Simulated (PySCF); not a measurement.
**Correlation energy of Se⁺ (selenium, charge +1)**

[Ar] 3d10 4s2 4p3, high-spin 4S determinant. Computed with PySCF 2.14 in jorge-DZP-DKH, with scalar relativity by spin-free X2C-1e. Frozen: [Ar] 3d10; 5 electrons correlated.

MP2 pair energies summed by pair of shells (mhartree):

| pair | energy | share (%) |
| --- | --- | --- |
| 4s-4p | -17.55 | 64.8 |
| 4s-4s | -5.36 | 19.8 |
| 4p-4p | -4.15 | 15.3 |

Total MP2 correlation energy: -27.06 mhartree.

Same-spin part -5.93 and opposite-spin part -21.13 mhartree; SCS-MP2 scales them by 1/3 and 6/5 to -27.33 mhartree.

| level | correlation energy (mhartree) |
| --- | --- |
| CCSD | -32.69 |
| (T) | -0.20 |
| CCSD(T) | -32.89 |

Diagnostics: T1 = 0.0020, D1 = 0.0047, largest double amplitude 0.023.

Cost of the coupled-cluster step: 0.46 s of wall time on 1 thread of Neoverse-N1 (shared host), for 5 correlated electrons.
